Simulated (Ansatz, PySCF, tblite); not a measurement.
Bond stretch in Be2, singlet.

RKS-B3LYP/6-31G* = restricted B3LYP/6-31G*, spherical d (PySCF); RKS-PBE = restricted PBE/cc-pVDZ run with Ansatz (a program for electronic structure); UKS-M06-2X/6-31G* = unrestricted M06-2X/6-31G*, spherical d (PySCF); GFN2-xTB, 300 K electronic temperature (tblite); RCCSDT = Ansatz with CCSDT on RHF/cc-pVDZ, frozen core.

Energies are in kJ/mol, each relative to the lowest point of its own curve near equilibrium.

| R / Å | RKS-B3LYP/6-31G* | RKS-PBE | UKS-M06-2X/6-31G* | GFN2-xTB | RCCSDT |
|---|---|---|---|---|---|
| 1.89 | 68.7 | 66.0 | 55.8 | 5.9 | 67.8 |
| 2.04 | 30.6 | 27.8 | 25.0 | 0.0 | 30.5 |
| 2.13 | 17.2 | 14.7 | 15.4 | 1.2 | 17.5 |
| 2.25 | 6.6 | 4.7 | 11.3 | 6.1 | 7.3 |
| 2.38 | 1.4 | 0.4 | 4.8 | 13.4 | 2.0 |
| 2.43 | 0.5 | 0.0 | [?] | 16.3 | 1.0 |
| 2.52 | 0.0 | 0.5 | 1.8 | 20.6 | 0.2 |
| 2.61 | 0.5 | 2.1 | 0.7 | 24.2 | 0.0 |
| 2.65 | 0.9 | [?] | 0.4 | 25.8 | 0.1 |
| 2.76 | 2.5 | 6.2 | 0.0 | 30.0 | 0.4 |
| 2.91 | 5.1 | [?] | 0.4 | 34.0 | 1.0 |
| 3.12 | 8.6 | 17.7 | 2.0 | 36.8 | 1.5 |
| 3.42 | 12.5 | 25.6 | 5.0 | [?] | 1.3 |
| 3.75 | 15.5 | [?] | 7.9 | [?] | 0.8 |
| 4.17 | 17.7 | 35.6 | 10.2 | 36.9 | 0.3 |
| 4.51 | 18.7 | 37.5 | 11.6 | 37.1 | 0.2 |
| 5.03 | 19.6 | 38.9 | 12.9 | 37.9 | 0.3 |
| 5.50 | 20.0 | 39.5 | 13.5 | 38.4 | 0.5 |
| 6.23 | 20.2 | 39.9 | 14.0 | 38.9 | 0.7 |
| 6.84 | 20.3 | 40.1 | 14.3 | 39.1 | 0.8 |
| 7.52 | 20.3 | 40.2 | 14.3 | 39.2 | 0.9 |

Q: Some entries are withheld; supply them.

A: 
- 2.43, UKS-M06-2X/6-31G*: 3.4
- 2.65, RKS-PBE: 3.1
- 2.91, RKS-PBE: 11.0
- 3.42, GFN2-xTB: 37.8
- 3.75, RKS-PBE: 31.4
- 3.75, GFN2-xTB: 37.4

The unrestricted solution behind UKS-M06-2X/6-31G* changes between 2.13 and 2.25 Å, which can leave a kink. The unrestricted determinant behind UKS-M06-2X/6-31G* is spin-contaminated at 1.89 to 2.13 Å (<S²> up to 0.7, against 0.00 for a pure singlet).
